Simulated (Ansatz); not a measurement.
Al(Me)2(F) (C2H6AlF), SMILES [CH3][Al]([CH3])[F].

Geometry optimised at PBE0-D3(BJ)/def2-SVP. The isomer is the one that the SMILES or the coordinates give; other isomers of the formula were not compared.

Two levels are set side by side: PBE/def2-SVPD (Ansatz, a program for electronic structure) and PBE0/def2-SVPD (Ansatz). Energy differences of separate SCF runs at the same geometry; the states with an electron removed or added have multiplicity 2 and 2. Differences are taken from unrounded values.

| quantity | PBE0 | PBE | PBE minus PBE0 |
|---|---|---|---|
| vertical ionisation energy (eV) | 10.14 | 9.85 | -0.29 |
| vertical singlet–triplet gap (eV) | 5.71 | 5.35 | -0.37 |
